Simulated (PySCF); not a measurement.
# Dipole response of Mn²⁺ (manganese, charge +2)

[Ar] 3d5, high-spin 6S determinant. All numbers are calculated (PySCF 2.14, the non-relativistic Hamiltonian (point nucleus), in dyall-av2z (16s12p7d2f, 101 functions)). Coupled (time-dependent) response in atomic units; α is the mean over directions. A double-zeta set is small for polarisabilities.

| method | mean α (bohr³) | C₆ (like pair) | S(−4) |
| --- | --- | --- | --- |
| UHF | 3.113 | 8.961 | 4.360 |
| PBE | 3.993 | 11.68 | 9.906 |
| PBE0 | 3.674 | 10.70 | 7.541 |

S(−4) is the Cauchy moment in α(ω) = α(0) + S(−4) ω² + …

α(iu) at UHF:

```
u (hartree)  α(iu) (bohr³)
          0          3.113
     0.0500          3.102
      0.100          3.070
      0.200          2.955
      0.300          2.796
      0.500          2.446
      0.750          2.061
       1.00          1.752
       1.50          1.301
       2.00         0.9970
       3.00         0.6375
       5.00         0.3277
```

A single London oscillator, α(iu) = α/(1 + u²/ω²), gives C₆ = (3/4) ω α². Matching the computed C₆ needs ω = 4 × 8.961 / (3 × 3.113²) = 1.23 hartree.

For an ion, C₆ is the dispersion term alone; charge-induced terms of lower order in 1/R come first.
